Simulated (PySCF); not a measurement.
Correlation energy of Se⁺ (selenium, charge +1)

[Ar] 3d10 4s1 4p4, high-spin 4P determinant (an excited configuration). Computed with PySCF 2.14 in x2c-QZVPPall (11s8p5d4f1g, 97 functions), with the spin-free X2C one-electron Hamiltonian (Gaussian nucleus). Frozen: [Ar] 3d10; 5 electrons correlated.

MP2 pair energies summed by pair of shells (mhartree):

```
 pair  energy  share (%)
4p-4p  -69.89       86.2
4s-4p  -11.18       13.8
```

Total MP2 correlation energy: -81.07 mhartree.

Same-spin part -20.91 and opposite-spin part -60.17 mhartree; SCS-MP2 scales them by 1/3 and 6/5 to -79.17 mhartree.
